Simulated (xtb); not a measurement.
xtb input (GFN2-xTB):

```bash
xtb mol.xyz --gfn 2 --sp --chrg -1 --uhf 0
```
mol.xyz:
```
15

C      1.50667883    -1.19520845    -0.23738721
Ge    -0.03532887     0.01555820     0.15043120
C     -1.51519775    -0.70222440    -1.03977771
C      0.44470742     1.72690904    -0.83072347
N     -0.28714042     0.06690189     1.91459587
H      1.70602011    -1.26368240    -1.31059033
H      2.40286591    -0.82313421     0.26405733
H      1.29525880    -2.19591770     0.14591388
H     -1.81302037    -1.69525604    -0.69420282
H     -2.39056378    -0.04852396    -0.98456215
H     -1.20185736    -0.77184879    -2.08714959
H      0.66750615     1.54506607    -1.88775302
H     -0.38412627     2.43828229    -0.77054451
H      1.31801315     2.18539000    -0.36022961
H     -1.07672053     0.68659186     2.11642151
```

End of the output:

```
         :::::::::::::::::::::::::::::::::::::::::::::::::::::
         ::                     SUMMARY                     ::
         :::::::::::::::::::::::::::::::::::::::::::::::::::::
         :: total energy             -16.509328669620 Eh    ::
         :: gradient norm              0.039627432327 Eh/a0 ::
         :: HOMO-LUMO gap              5.606772935786 eV    ::
         ::.................................................::
         :: SCC energy               -16.697357845755 Eh    ::
         :: -> isotropic ES            0.133193008083 Eh    ::
         :: -> anisotropic ES          0.018922218595 Eh    ::
         :: -> anisotropic XC          0.011261104179 Eh    ::
         :: -> dispersion             -0.010137142540 Eh    ::
         :: repulsion energy           0.188029176135 Eh    ::
         :: add. restraining           0.000000000000 Eh    ::
         :: total charge              -1.000000000000 e     ::
         :::::::::::::::::::::::::::::::::::::::::::::::::::::

           -------------------------------------------------
          |                Property Printout                |
           -------------------------------------------------

    * Orbital Energies and Occupations

         #    Occupation            Energy/Eh            Energy/eV
      -------------------------------------------------------------
         1        2.0000           -0.4206696             -11.4470
       ...           ...                  ...                  ...
         4        2.0000           -0.3807016             -10.3594
         5        2.0000           -0.3132226              -8.5232
         6        2.0000           -0.3023774              -8.2281
         7        2.0000           -0.3005500              -8.1784
         8        2.0000           -0.2984884              -8.1223
         9        2.0000           -0.2948256              -8.0226
        10        2.0000           -0.2942721              -8.0076
        11        2.0000           -0.2915657              -7.9339
        12        2.0000           -0.2276137              -6.1937
        13        2.0000           -0.2105000              -5.7280
        14        2.0000           -0.2025726              -5.5123
        15        2.0000           -0.1479044              -4.0247
        16        2.0000           -0.1064763              -2.8974 (HOMO)
        17                          0.0995689               2.7094 (LUMO)
        18                          0.1717391               4.6733
        19                          0.1747938               4.7564
        20                          0.2681151               7.2958
        21                          0.3236319               8.8065
        22                          0.3296455               8.9701
        23                          0.3349585               9.1147
        24                          0.3383428               9.2068
        25                          0.3491782               9.5016
        26                          0.3496683               9.5150
        27                          0.3770014              10.2587
       ...                                ...                  ...
        35                          1.2396821              33.7335
      -------------------------------------------------------------
                  HL-Gap            0.2060451 Eh            5.6068 eV
             Fermi-level           -0.0034537 Eh           -0.0940 eV

     #   Z          covCN         q      C6AA      α(0)
     1   6 C        3.654    -0.141    23.561     6.970
     2  32 Ge       3.468     0.166   171.859    23.712
     3   6 C        3.645    -0.147    23.724     7.000
     4   6 C        3.645    -0.147    23.724     7.000
     5   7 N        1.694    -0.554    35.968     8.864
     6   1 H        0.924    -0.030     3.625     2.977
     7   1 H        0.924    -0.020     3.426     2.894
     8   1 H        0.924    -0.020     3.426     2.894
     9   1 H        0.924    -0.027     3.569     2.955
    10   1 H        0.924    -0.032     3.685     3.002
    11   1 H        0.924    -0.027     3.582     2.960
    12   1 H        0.924    -0.027     3.582     2.960
    13   1 H        0.924    -0.032     3.685     3.002
    14   1 H        0.924    -0.027     3.569     2.955
    15   1 H        0.865     0.066     2.147     2.295

 Mol. C6AA /au·bohr⁶  :       2699.636145
 Mol. C8AA /au·bohr⁸  :      87115.722827
 Mol. α(0) /au        :         82.440005

Wiberg/Mayer (AO) data.
largest (>0.10) Wiberg bond orders for each atom

 ---------------------------------------------------------------------------
     #   Z sym  total        # sym  WBO       # sym  WBO       # sym  WBO
 ---------------------------------------------------------------------------
     1   6 C    3.944 --     6 H    0.992     7 H    0.990     8 H    0.990
                             2 Ge   0.802
     2  32 Ge   3.947 --     5 N    1.570     1 C    0.802     3 C    0.750
                             4 C    0.750
     3   6 C    3.931 --    11 H    0.993     9 H    0.991    10 H    0.990
                             2 Ge   0.750
     4   6 C    3.931 --    12 H    0.993    14 H    0.991    13 H    0.990
                             2 Ge   0.750
     5   7 N    2.795 --     2 Ge   1.570    15 H    0.948
     6   1 H    0.999 --     1 C    0.992
     7   1 H    1.000 --     1 C    0.990
     8   1 H    1.000 --     1 C    0.990
     9   1 H    0.999 --     3 C    0.991
    10   1 H    0.999 --     3 C    0.990
    11   1 H    0.999 --     3 C    0.993
    12   1 H    0.999 --     4 C    0.993
    13   1 H    0.999 --     4 C    0.990
    14   1 H    0.999 --     4 C    0.991
    15   1 H    0.996 --     5 N    0.948
 ---------------------------------------------------------------------------

Topologies differ in total number of bonds
Writing topology from bond orders to xtbtopo.mol

molecular dipole:
                 x           y           z       tot (Debye)
 q only:        0.041       0.026      -0.686
   full:        0.033       0.142      -1.964       5.006
molecular quadrupole (traceless):
                xx          xy          yy          xz          yz          zz
 q only:        2.010      -0.436       1.723      -0.343       0.722      -3.733
  q+dip:        3.441      -0.718       2.948      -0.663       1.298      -6.389
Note: The following floating-point exceptions are signalling: IEEE_UNDERFLOW_FLAG IEEE_DENORMAL
normal termination of xtb
   full:        4.773      -1.104       4.126      -0.445       1.414      -8.900

           -------------------------------------------------
          | TOTAL ENERGY              -16.509328669620 Eh   |
          | GRADIENT NORM               0.039627432327 Eh/α |
          | HOMO-LUMO GAP               5.606772935786 eV   |
           -------------------------------------------------

------------------------------------------------------------------------
------------------------------------------------------------------------
 total:
 SCF:
```

It need not be the lowest isomer of its formula. Whether it binds its extra electron was not tested at this geometry.
